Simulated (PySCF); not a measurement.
Level of theory: PySCF with ωB97X-D3(BJ)/def2-TZVP // B3LYP-D3(BJ)/def2-TZVP. Gas-phase values, no solvent. One relaxed conformer stands for a flexible species; it need not be the lowest. Delta-SCF ions had no search for a lower state. Excitations are Tamm–Dancoff values on a coarser integration grid. The basis has no diffuse functions, so Rydberg states are missing or too high.

Reference species (SMILES): `[Br][Al]([Br])[Br]` (neutral, multiplicity 1).

S1–T1 gap (TDA): 0.32 eV
HOMO–LUMO gap: 11.40 eV
vertical ionisation energy (Delta-SCF): 11.15 eV

Changed species: `[Al]([SH])([SH])[SH]` (3 of 3 Br replaced by SH; the reference has 0 of 3 Br replaced by SH).

Task: Give the shifts of the S1–T1 gap (TDA), HOMO–LUMO gap and vertical ionisation energy (Delta-SCF).

Result: the S1–T1 gap (TDA) rises by 0.05 eV, to 0.37 eV; the HOMO–LUMO gap stays essentially unchanged; the vertical ionisation energy (Delta-SCF) falls by 1.02 eV, to 10.13 eV.
